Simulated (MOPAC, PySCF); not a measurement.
CHN, SMILES `[C-]#[NH+]`, neutral singlet in the gas phase. 

Cartesian coordinates (Å):
```xyz
3

C      1.1042     0.0909     0.0000
N     -0.0553    -0.0046     0.0000
H     -1.0489    -0.0863     0.0000
```
Charge 0, spin multiplicity 1.

All levels are single points at this geometry (PBE0-D4/def2-TZVP); Pople sets use spherical d functions. Orbital energies aren't observables, and empty levels follow the basis.

PBE0-D4/def2-TZVP in PySCF gives dipole (D) = 3.11.

**Question.** Estimate the dipole (D) from each of these levels: B3LYP-D3(BJ)/def2-TZVP in PySCF; M06-2X/6-31G* in PySCF; HF/6-31G* in PySCF; AM1 in MOPAC; PM6 in MOPAC.

**Answer.** 
```json
[
 {"level": "B3LYP-D3(BJ)/def2-TZVP in PySCF", "dipole (D)": "3.10"},
 {"level": "M06-2X/6-31G* in PySCF", "dipole (D)": "2.95"},
 {"level": "HF/6-31G* in PySCF", "dipole (D)": "2.82"},
 {"level": "AM1 in MOPAC", "dipole (D)": "2.49"},
 {"level": "PM6 in MOPAC", "dipole (D)": "2.54"}
]
```
